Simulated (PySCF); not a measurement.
Compound: C7H11N3.
Numbering: `[CH2:1]=[CH:2][c:3]1[n:4][n:5][nH:6][c:7]1[CH:8]([CH3:9])[CH3:10]` (hydrogens: H11, H12 on C1; H13 on C2; H14 on N6; H15 on C8; H16, H17, H18 on C9; H19, H20, H21 on C10)

The same species was optimised twice, with GFN2-xTB and with PBE0-D3(BJ)/def2-SVP (PySCF), and the same property calculations (PySCF, gas phase) were run on both structures.

```json
{"coordinate": "N4–N5 (Å)", "GFN2-xTB": "1.271", "PBE0-D3(BJ)/def2-SVP": "1.283", "change": "+0.012"}
{"coordinate": "C1=C2 (Å)", "GFN2-xTB": "1.326", "PBE0-D3(BJ)/def2-SVP": "1.338", "change": "+0.012"}
{"coordinate": "C2–C3 (Å)", "GFN2-xTB": "1.445", "PBE0-D3(BJ)/def2-SVP": "1.455", "change": "+0.010"}
{"coordinate": "C3–N4 (Å)", "GFN2-xTB": "1.359", "PBE0-D3(BJ)/def2-SVP": "1.367", "change": "+0.008"}
{"coordinate": "C7–C8 (Å)", "GFN2-xTB": "1.489", "PBE0-D3(BJ)/def2-SVP": "1.495", "change": "+0.006"}
{"coordinate": "C3–C7 (Å)", "GFN2-xTB": "1.391", "PBE0-D3(BJ)/def2-SVP": "1.389", "change": "-0.002"}
{"coordinate": "C8–C10 (Å)", "GFN2-xTB": "1.532", "PBE0-D3(BJ)/def2-SVP": "1.529", "change": "-0.003"}
{"coordinate": "C8–C9 (Å)", "GFN2-xTB": "1.532", "PBE0-D3(BJ)/def2-SVP": "1.531", "change": "-0.001"}
{"coordinate": "N5–N6 (Å)", "GFN2-xTB": "1.334", "PBE0-D3(BJ)/def2-SVP": "1.334", "change": "0.000"}
{"coordinate": "N6–C7 (Å)", "GFN2-xTB": "1.355", "PBE0-D3(BJ)/def2-SVP": "1.355", "change": "0.000"}
{"coordinate": "N5–N6–C7 (°)", "GFN2-xTB": "110.7", "PBE0-D3(BJ)/def2-SVP": "112.1", "change": "+1.4"}
{"coordinate": "C7–C8–C10 (°)", "GFN2-xTB": "110.5", "PBE0-D3(BJ)/def2-SVP": "111.8", "change": "+1.3"}
{"coordinate": "N4–N5–N6 (°)", "GFN2-xTB": "108.6", "PBE0-D3(BJ)/def2-SVP": "107.4", "change": "-1.2"}
{"coordinate": "C1–C2–C3 (°)", "GFN2-xTB": "123.2", "PBE0-D3(BJ)/def2-SVP": "124.4", "change": "+1.2"}
{"coordinate": "C7–C8–C9 (°)", "GFN2-xTB": "110.5", "PBE0-D3(BJ)/def2-SVP": "111.4", "change": "+0.9"}
{"coordinate": "C3–C7–N6 (°)", "GFN2-xTB": "103.4", "PBE0-D3(BJ)/def2-SVP": "102.8", "change": "-0.6"}
{"coordinate": "C9–C8–C10 (°)", "GFN2-xTB": "111.2", "PBE0-D3(BJ)/def2-SVP": "111.8", "change": "+0.6"}
{"coordinate": "N4–C3–C7 (°)", "GFN2-xTB": "107.5", "PBE0-D3(BJ)/def2-SVP": "107.9", "change": "+0.4"}
{"coordinate": "C1–C2–C3–N4 (°)", "GFN2-xTB": "0", "PBE0-D3(BJ)/def2-SVP": "0", "change": "0"}
{"coordinate": "N6–C7–C8–C9 (°)", "GFN2-xTB": "62", "PBE0-D3(BJ)/def2-SVP": "68", "change": "+6"}
```

Rotational constants: A = 2053, B = 1009, C = 791.8 MHz (GFN2-xTB) against A = 2008, B = 1004, C = 781.9 MHz (PBE0-D3(BJ)/def2-SVP). Atoms that the bonding makes alike are paired by their places after alignment.

On the GFN2-xTB structure: HOMO (eV) -6.51 [PBE0/pcSseg-1]; LUMO (eV) -0.39 [PBE0/pcSseg-1]; dipole (D) 4.97 [PBE0/pcSseg-1]; GIAO shielding of C1 (ppm) 64.8 [PBE0/pcSseg-1]; GIAO shielding of C2 (ppm) 57.3 [PBE0/pcSseg-1]; GIAO shielding of C3 (ppm) 43.2 [PBE0/pcSseg-1]; GIAO shielding of N4 (ppm) -113.3 [PBE0/pcSseg-1]; GIAO shielding of N5 (ppm) -128.5 [PBE0/pcSseg-1]; GIAO shielding of N6 (ppm) 20.0 [PBE0/pcSseg-1]; GIAO shielding of C7 (ppm) 41.3 [PBE0/pcSseg-1]; GIAO shielding of C8 (ppm) 159.9 [PBE0/pcSseg-1].

Problem. What do these properties become on the PBE0-D3(BJ)/def2-SVP structure?

Solution. 
```json
{"property": "HOMO (eV)", "level": "PBE0/pcSseg-1", "on GFN2-xTB": "-6.51", "on PBE0-D3(BJ)/def2-SVP": "-6.54", "change": "-0.03"}
{"property": "LUMO (eV)", "level": "PBE0/pcSseg-1", "on GFN2-xTB": "-0.39", "on PBE0-D3(BJ)/def2-SVP": "-0.45", "change": "-0.06"}
{"property": "dipole (D)", "level": "PBE0/pcSseg-1", "on GFN2-xTB": "4.97", "on PBE0-D3(BJ)/def2-SVP": "4.99", "change": "+0.02"}
{"property": "energy, GFN2-xTB geometry as zero (kcal/mol)", "level": "PBE0/pcSseg-1", "on GFN2-xTB": "0.0", "on PBE0-D3(BJ)/def2-SVP": "-1.0", "change": "-1.0"}
{"property": "GIAO shielding of C1 (ppm)", "level": "PBE0/pcSseg-1", "on GFN2-xTB": "64.8", "on PBE0-D3(BJ)/def2-SVP": "61.4", "change": "-3.4"}
{"property": "GIAO shielding of C2 (ppm)", "level": "PBE0/pcSseg-1", "on GFN2-xTB": "57.3", "on PBE0-D3(BJ)/def2-SVP": "54.6", "change": "-2.7"}
{"property": "GIAO shielding of C3 (ppm)", "level": "PBE0/pcSseg-1", "on GFN2-xTB": "43.2", "on PBE0-D3(BJ)/def2-SVP": "41.6", "change": "-1.6"}
{"property": "GIAO shielding of N4 (ppm)", "level": "PBE0/pcSseg-1", "on GFN2-xTB": "-113.3", "on PBE0-D3(BJ)/def2-SVP": "-122.4", "change": "-9.1"}
{"property": "GIAO shielding of N5 (ppm)", "level": "PBE0/pcSseg-1", "on GFN2-xTB": "-128.5", "on PBE0-D3(BJ)/def2-SVP": "-130.6", "change": "-2.1"}
{"property": "GIAO shielding of N6 (ppm)", "level": "PBE0/pcSseg-1", "on GFN2-xTB": "20.0", "on PBE0-D3(BJ)/def2-SVP": "18.4", "change": "-1.6"}
{"property": "GIAO shielding of C7 (ppm)", "level": "PBE0/pcSseg-1", "on GFN2-xTB": "41.3", "on PBE0-D3(BJ)/def2-SVP": "43.2", "change": "+1.9"}
{"property": "GIAO shielding of C8 (ppm)", "level": "PBE0/pcSseg-1", "on GFN2-xTB": "159.9", "on PBE0-D3(BJ)/def2-SVP": "159.4", "change": "-0.5"}
```

The heavy atoms differ by 0.057 Å rms after alignment (one structure mirrored). Among bonds between heavy atoms C1=C2 and N4–N5 change most and about equally (+0.012 Å). Changes are differences of the printed values. Neither structure is proved a minimum here.

The values belong to the conformer `[CH2:1]=[CH:2][c:3]1[n:4][n:5][nH:6][c:7]1[CH:8]([CH3:9])[CH3:10]`: C1–C2–C3–N4 0°, N6–C7–C8–C9 68°.
